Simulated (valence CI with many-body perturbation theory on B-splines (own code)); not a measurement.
Valence orbitals of Tl LX

Level of theory: configuration interaction combined with many-body perturbation theory (CI+MBPT): four valence electrons over a frozen Dirac-Fock core [Ar], radial functions for each j: 7 s, 7 p, 8 d, 6 f, 4 g, 1 h, with the one-electron correlation potential Σ1 (screened to all orders), the two-electron term Σ2, the three-electron term Σ3, Breit, model QED; selected single and double excitations, second order for the rest (own B-spline code, finite nucleus).

The last digits are not significant, and no measured levels were compared; by estimate large intervals hold to a few tenths of a per cent, small ones and those within an open d or f shell to about a per cent. The list stops below the first excitations out of the core. Only levels of the ground parity were solved; by the run's estimate the other parity begins above the list, which can be wrong where configurations are misplaced.

These are the spectroscopic orbitals of the CI (the correlating ones are not listed), shaped by the core and the other valence electrons. h is the expectation value of the core's Dirac-Fock operator, without the valence repulsion; Σ1 is computed up to l = 3 at one energy for each symmetry, that of its lowest orbital but kept below the first core excitation, so for empty shells it is not the orbital's own correlation shift; Breit and QED include the response of the core.

| Orbital | h (hartree) | Σ1 (cm⁻¹) | Breit (cm⁻¹) | QED (cm⁻¹) | ⟨r⟩ (bohr) |
| --- | --- | --- | --- | --- | --- |
| 4s1/2 | -149.55 | -8687 | 23205 | 18229 | 0.3256 |
| 5s1/2 | -92.006 | -3350 | 11155 | 8983 | 0.5289 |
| 6s1/2 | -62.287 | -1685 | 6094 | 5025 | 0.7831 |
| 4p1/2 | -145.9 | -11427 | 37069 | 1347 | 0.3188 |
| 5p1/2 | -90.192 | -4138 | 18190 | 687 | 0.5248 |
| 6p1/2 | -61.262 | -2041 | 10018 | 391 | 0.7817 |
| 4p3/2 | -138.35 | -10276 | 20506 | 2722 | 0.3377 |
| 5p3/2 | -86.499 | -3941 | 10234 | 1382 | 0.5482 |
| 6p3/2 | -59.183 | -1984 | 6355 | 787 | 0.8099 |
| 3d3/2 | -246.82 | -22362 | 45771 | -2915 | 0.1479 |
| 4d3/2 | -133.48 | -11465 | 17572 | -819 | 0.3164 |
| 5d3/2 | -84.137 | -4420 | 8579 | -365 | 0.5327 |
| 3d5/2 | -242.39 | -19575 | 24744 | -529 | 0.1520 |
| 4d5/2 | -131.77 | -10666 | 9467 | 38.0 | 0.3214 |
| 5d5/2 | -83.281 | -4045 | 4585 | 56.2 | 0.5389 |
| 4f5/2 | -127.45 | -29368 | 3048 | -683 | 0.2837 |
| 5f5/2 | -81.275 | -11319 | 1329 | -320 | 0.5052 |
| 4f7/2 | -126.8 | -22002 | 414 | -294 | 0.2860 |
| 5f7/2 | -80.93 | -8523 | 286 | -122 | 0.5080 |
| 5g7/2 | -79.745 |  | 288 | -103 | 0.4523 |
| 5g9/2 | -79.575 |  | -32.2 | -3.8 | 0.4538 |

Among the shells of the start configuration 3d4, Σ1 is largest in size for 3d3/2, where it is 0.041 % of h.

Lowest root of each symmetry, sizes in configuration state functions:

```tsv
J	Parity	Roots	Reference	Variational	Second order	Change by selected CI (cm⁻¹)	Change by second order (cm⁻¹)
0	even	3	37	4116	6885	-13611	-1
1	even	3	93	10427	1609	-11450	-1
2	even	6	133	16013	1627	-13389	-1
3	even	4	136	16560	3075	-13604	-2
4	even	5	121	16822	2174	-12682	-1
5	even	2	88	13157	2682	-11255	-3
6	even	2	56	10388	1568	-11413	-2
```
